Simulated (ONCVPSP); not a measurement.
antimony: variants of one ONCV potential

Base potential:

| Property | Result |
| --- | --- |
| Element | antimony |
| Generator | ONCVPSP 4.0.1 |
| Type | optimised norm-conserving Vanderbilt (ONCV) |
| Functional | PBEsol |
| Relativity | scalar-relativistic |
| Frozen core | [Ar] 3d10 |
| Valence charge | 23 |
| Reference configuration | 4s2 4p6 4d10 5s1.5 5p3.5 |
| Partial waves | 4s+5s: rc 1.40 bohr, ncon 3, nbas 6, qcut 7.1 1/bohr, 2 projectors; 4p+5p: rc 1.30 bohr, ncon 4, nbas 7, qcut 9 1/bohr, 2 projectors; 4d: rc 1.30 bohr, ncon 4, nbas 9, qcut 14 1/bohr, local |
| Local potential | the d channel |
| Core correction | none |

Cutoffs, loose and tight: the cutoffs (Ha) at which the residual kinetic energy of the hardest occupied pseudo-wave falls to 1 and 0.1 mHa per electron. They do not see the model core or the augmentation charge, which bear on the density cutoff. Test errors are all-electron minus pseudo excitation energies from the reference, over the configurations 4s2 4p6 4d10 5s2 5p3; 4s2 4p6 4d10 5s2 5p2; 4s2 4p6 4d10 5s2 5p1; 4s2 4p6 4d10 5s2 5p2.5. A dash means not determined; rows that change the core or the reference have their own tests.

| change | outcome | cutoff, loose | cutoff, tight | bound ghosts | GHOST(+) flags above zero | largest test error (meV) |
| --- | --- | --- | --- | --- | --- | --- |
| base | generated | 52 Ha | 63 Ha | none | s | -4.4 |
| s: qcut 6.5 | generated | 52 Ha | 63 Ha | none | s | -4.5 |
| reference 4s2 4p6 4d10 5s2 5p2 | generated | 52 Ha | 63 Ha | none | s | -8.7 |
| d: nproj 1; local potential polynomial inside 1.10 bohr (lpopt 5, dvloc0 6 Ha) | generated | 52 Ha | 63 Ha | none | none | -3.9 |
| functional PBE | generated | 52 Ha | 63 Ha | none | s | -4.0 |
| core correction Teter function, fcfact 4.5, rcfact 1.4 | generated | 52 Ha | 63 Ha | none | s | -5.1 |
| s: rc 1.84 | generated | 52 Ha | 63 Ha | none | none | -4.3 |
| d: rc 0.9 | generated | 55 Ha | 69 Ha | none | s | -4.4 |
| core [Kr] 4d10, valence charge 5; reference 5s2 5p3; waves now 5s: rc 1.55 bohr, ncon 4, nbas 8, qcut 4 1/bohr, 3 projectors, debl 3.9 Ha; 5p: rc 2.25 bohr, ncon 4, nbas 8, qcut 3.8 1/bohr, 2 projectors, debl 2.7 Ha; local potential polynomial inside 1.10 bohr (lpopt 5, dvloc0 1 Ha) | failed: optimize: ERROR ps0norm > uunorm, code will stop | – | – | – | – | – |
| all radii scaled by about 1.17 (s 1.64, p 1.52, d 1.52 bohr) | generated | 47 Ha | 55 Ha | none | none | -5.0 |

**Question.** What comes out with this change to the base: s: qcut 9.5; p: qcut 12; d: qcut 18.7?

**Answer.** outcome: failed: ERROR pspot: first pseudo wave function has node, program will stop. Cause: the optimised pseudo-wave of the first projector has a node, so the radial equation cannot be inverted for a potential.
